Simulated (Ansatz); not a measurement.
Species: sum formula BN₂H₄Cl (charge 0, singlet). 
Geometry from a B3LYP-D3(BJ)/def2-TZVP (Ansatz, a quantum-chemistry and plane-wave program) optimisation:
```xyz
8

B      0.0377    -0.3799     0.2317
Cl    -0.1142     1.1521    -0.7027
N      1.3276    -0.9079     0.4162
N     -1.1419    -0.9641     0.7256
H      1.5145    -1.7558     0.9220
H      2.1444    -0.4576     0.0458
H     -1.1603    -1.8167     1.2571
H     -2.0442    -0.5528     0.5705
```
Charge 0, spin multiplicity 1.

Atomisation energy built up term by term with Ansatz (kcal/mol; UHF references for open shells; valence terms freeze the core; atomic spin-orbit terms are left out). CBS marks a two-point X^-3 extrapolation of the correlation energy; Hartree-Fock from the larger set.

```json
[
 {"term": "Hartree-Fock", "basis": "cc-pV(Q+d)Z", "kcal/mol": "?"},
 {"term": "CCSD correlation", "basis": "CBS(cc-pV(T+d)Z,cc-pV(Q+d)Z)", "kcal/mol": "?"},
 {"term": "(T)", "basis": "CBS(cc-pV(T+d)Z,cc-pV(Q+d)Z)", "kcal/mol": "13.08"},
 {"term": "core correlation", "basis": "cc-pwCVTZ", "kcal/mol": "3.22"},
 {"term": "scalar relativity (X2C)", "basis": "cc-pVTZ-DK against cc-pVTZ", "kcal/mol": "-0.93"},
 {"term": "sum: De", "basis": "", "kcal/mol": "?"}
]
```

**Question.** Complete the blanks.

**Answer.** 
- Hartree-Fock, kcal/mol: 510.71
- CCSD correlation, kcal/mol: 194.37
- sum: De, kcal/mol: 720.4
